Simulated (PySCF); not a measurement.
Spin-rotation constants: `N#[C][Cu-2]([C]#N)[C]#N`, [C3CuN3]2-, charge -2

Geometry (Å), atoms numbered from 1 in this order:
```xyz
7

Cu   -0.0034    0.0081   -0.0073
C     1.7780    0.0150    0.0015
N     2.9441    0.0028    0.0096
C    -0.9098    1.5418   -0.0134
N    -1.5005    2.5475   -0.0136
C    -0.8728   -1.5469    0.0079
N    -1.4357   -2.5683    0.0152
```

Total charge -2.

Method used: PySCF 2.14.0, GIAO B3LYP/def2-SVP (def2-TZVP on Cu) magnetisability, rotational g tensor and spin-rotation constants, non-relativistic, gas phase. Geometry: GFN2-xTB.

For an ion the centre-of-mass motion in the field is neglected. The highest occupied orbital is unbound at this level, so the values depend on the basis.

(1) Give the nuclear spin-rotation constants along the inertial axes (H = +C I·J) beside the isotropic shieldings.

Results:

(1) Rotational constants 2.1290, 2.0892, 1.0545 GHz. A star marks the isotopologue with that one atom substituted, in its own axes.
| atom | isotope | Caa (kHz) | Cbb (kHz) | Ccc (kHz) | mean (kHz) | σ (ppm) |
| --- | --- | --- | --- | --- | --- | --- |
| Cu1 | 63Cu | 6.199 | 6.118 | 4.764 | 5.694 | 270.0 |
| N3 | 14N | 0.341 | 0.195 | 0.227 | 0.254 | -22.2 |
| N5 | 14N | 0.076 | 0.455 | 0.227 | 0.253 | -22.7 |
| N7 | 14N | 0.382 | 0.154 | 0.227 | 0.254 | -22.1 |
| C2 | 13C* | 0.344 | 0.678 | 0.531 | 0.517 | 51.1 |

For the geometry as given, no vibrational averaging.
